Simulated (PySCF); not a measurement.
Numbering as in the mapped SMILES `[CH2:1]=[CH:2][C:3]#[C:4]/[CH:5]=[CH:6]\[F:7]`. Each H is labelled by its parent atom. Ha(C1) is cis to C3; Hb(C1) is trans to C3.

Geometry: PBE0-D3(BJ)/def2-SVP; GIAO absolute shieldings from PySCF, gas phase, non-relativistic, averaged over equivalent atoms.

At BLYP/pcSseg-1 (144 basis functions, 17 s wall time on 1 thread of an Arm Neoverse V1, shared host):
| atoms | σ (ppm) |
| --- | --- |
| C6 | 9.2 |
| C1 | 42.7 |
| C2 | 51.7 |
| C3 | 70.1 |
| C5 | 78.8 |
| C4 | 83.8 |
| F7 | 244.6 |
| H(C6) | 24.66 |
| H(C2) | 25.34 |
| Ha(C1) | 25.57 |
| Hb(C1) | 25.83 |
| H(C5) | 26.46 |

**Question.** Estimate the result of repeating the calculation with PBE0/cc-pVTZ.

**Answer.** 
```json
{"atoms": "C6", "σ at PBE0/cc-pVTZ": "23.0", "change": "+13.8"}
{"atoms": "C1", "σ at PBE0/cc-pVTZ": "53.5", "change": "+10.8"}
{"atoms": "C2", "σ at PBE0/cc-pVTZ": "63.4", "change": "+11.7"}
{"atoms": "C3", "σ at PBE0/cc-pVTZ": "85.6", "change": "+15.5"}
{"atoms": "C5", "σ at PBE0/cc-pVTZ": "90.9", "change": "+12.1"}
{"atoms": "C4", "σ at PBE0/cc-pVTZ": "98.4", "change": "+14.6"}
{"atoms": "F7", "σ at PBE0/cc-pVTZ": "275.7", "change": "+31.1"}
{"atoms": "H(C6)", "σ at PBE0/cc-pVTZ": "24.49", "change": "-0.17"}
{"atoms": "H(C2)", "σ at PBE0/cc-pVTZ": "25.08", "change": "-0.26"}
{"atoms": "Ha(C1)", "σ at PBE0/cc-pVTZ": "25.33", "change": "-0.24"}
{"atoms": "Hb(C1)", "σ at PBE0/cc-pVTZ": "25.53", "change": "-0.30"}
{"atoms": "H(C5)", "σ at PBE0/cc-pVTZ": "26.12", "change": "-0.34"}
```

The largest change is at F7 (vinylic fluorine). Cost: 280 basis functions, 49 s wall time on 1 thread of an Arm Neoverse V1, shared host. The order of the carbon signals is the same at both levels.
